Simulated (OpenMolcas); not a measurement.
**Xe4+: from CASSCF to CASPT2**

| Item | Value |
| --- | --- |
| Program | OpenMolcas 26.06 |
| Basis | ANO-R1 [6s5p3d1f] |
| Scalar Hamiltonian | X2C, finite nucleus |
| Active space | 2 electrons in 3 orbitals (5p) |
| State averaging | 2S+1 = 3 even, 3 roots; 2S+1 = 1 even, 6 roots |
| Spin-orbit coupling | state interaction with AMFI integrals over the reference wave functions, term energies averaged over their components |

Methods on the same reference wave functions:
A. CASSCF
B. SS-CASPT2, IPEA 0.25 Eh, imaginary shift 0.1 Eh (closed shells correlated: 4d 5s)

Energies in cm⁻¹ above 5s² 5p² ³P₀, the measured ground level; measured values from Saloman, J. Phys. Chem. Ref. Data 33, 765 (2004).

```json
{"Level": "5s² 5p² ³P₀", "A": "0.0", "B": "0.0", "Measured": "0.0"}
{"Level": "5s² 5p² ³P₁", "A": "8629", "B": "8930", "Measured": "9292"}
{"Level": "5s² 5p² ³P₂ [73 %]", "A": "14421", "B": "14430", "Measured": "14127"}
{"Level": "5s² 5p² ¹D₂ [73 %]", "A": "30111", "B": "29530", "Measured": "28411"}
{"Level": "5s² 5p² ¹S₀", "A": "49725", "B": "46720", "Measured": "44470"}
```

Deviations, from unrounded energies. A percentage is the sum of absolute deviations over the sum of measured energies, with the sign that they share, or ± where signs differ.

```tsv
Against measurement	Levels	A	B
mean absolute deviation (cm-1)	4	2000	1000
fine structure of the ground term (%)	2	±4.1	±2.8
other terms of the ground configuration (%)	2	+9.5	+4.6
```

B lies closest to measurement on these levels. The largest miss of B in the table is 5s² 5p² ¹S₀, by +2300 cm-1. The ranking rests on the paired levels alone, and a cruder setting can come out closer through cancelling errors.

From A to B the spin-free energies of the other terms of 5s² 5p² shown, above ³P, scale by factors of 0.89 to 0.91.

The lowest spin-free term lies below A's lowest term by 0.388 hartree in B.

Term energies are means over components that CASPT2 splits; among the terms shown or strongly mixed into the levels shown the widest spread is 97 cm-1 (5s² 5p² ¹D, B). With the s shell closed, the reference lacks s² → p² mixing. The basis is small and was not contracted for so high a charge. Computed and measured levels are paired by configuration, term and J; levels that our copy of the source lacks, or whose pairing is in doubt (as where it misses far off the trend of its configuration), stay unpaired and out of the deviations. Levels of configurations outside the active space are missing.

A share in square brackets marks a mixed level and gives the weight of the term that names it, the lowest over the columns.
